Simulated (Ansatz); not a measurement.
**Redistribution: C4H9Br + CH2BrCl → C4H9Cl + CH2Br2**

Species: C4H9Br (1-bromobutane) `CCCCBr`, singlet; CH2BrCl (bromochloromethane) `ClCBr`, singlet; C4H9Cl (1-chlorobutane) `CCCCCl`, singlet; CH2Br2 (dibromomethane) `BrCBr`, singlet. The partners trade Br for Cl; both sit on C, so the bond types are kept.

Shapes, held fixed at every level: PBE0-D4/def2-TZVP. Flexible molecules stand in one conformer, not always the lowest. Programs: Ansatz 0.2.0. The zero-point and thermal change to 298 K, harmonic and unscaled (PBE0-D4/def2-TZVP), is 0.0 kJ/mol.

**The experiment to reproduce.** Tabulated heats of formation (Active Thermochemical Tables, CRC Handbook of Chemistry and Physics): C4H9Br -107.1 (CRC); CH2BrCl -44.7 (ATcT); C4H9Cl -154.4 (CRC); CH2Br2 +3.1 (ATcT) kJ/mol, which give ΔH(298 K) = +0.5 kJ/mol.

```json
{"level": "r2SCAN-D4/def2-TZVPP", "kind": "meta-GGA", "ΔH (kJ/mol)": "+2.3", "computed − measured": "+1.8"}
{"level": "B3LYP-D4/def2-TZVPP", "kind": "global hybrid", "ΔH (kJ/mol)": "+1.5", "computed − measured": "+1.0"}
{"level": "r2SCAN0-D4/def2-TZVPP", "kind": "global hybrid", "ΔH (kJ/mol)": "+2.2", "computed − measured": "+1.7"}
{"level": "wB97X-V/def2-TZVPP", "kind": "range-separated hybrid", "ΔH (kJ/mol)": "+1.5", "computed − measured": "+1.0"}
{"level": "MP2/def2-TZVPP", "kind": "perturbation theory", "ΔH (kJ/mol)": "+2.0", "computed − measured": "+1.5"}
{"level": "CCSD/def2-SVP", "kind": "coupled cluster or CI", "ΔH (kJ/mol)": "+0.1", "computed − measured": "-0.4"}
{"level": "CCSD/def2-TZVPP", "kind": "coupled cluster or CI", "ΔH (kJ/mol)": "+2.0", "computed − measured": "+1.5"}
{"level": "CCSD(T)/def2-TZVPP", "kind": "coupled cluster or CI", "ΔH (kJ/mol)": "+2.1", "computed − measured": "+1.6"}
```

All levels lie within 4 kJ/mol, near the uncertainty of the heats themselves, so they can't be ranked here. The heats of C4H9Br, C4H9Cl come from older tables and can be uncertain by 10 kJ/mol or more. Relativity is left out for Br. Outer-core shells of Br are correlated, in sets that cover them unevenly.
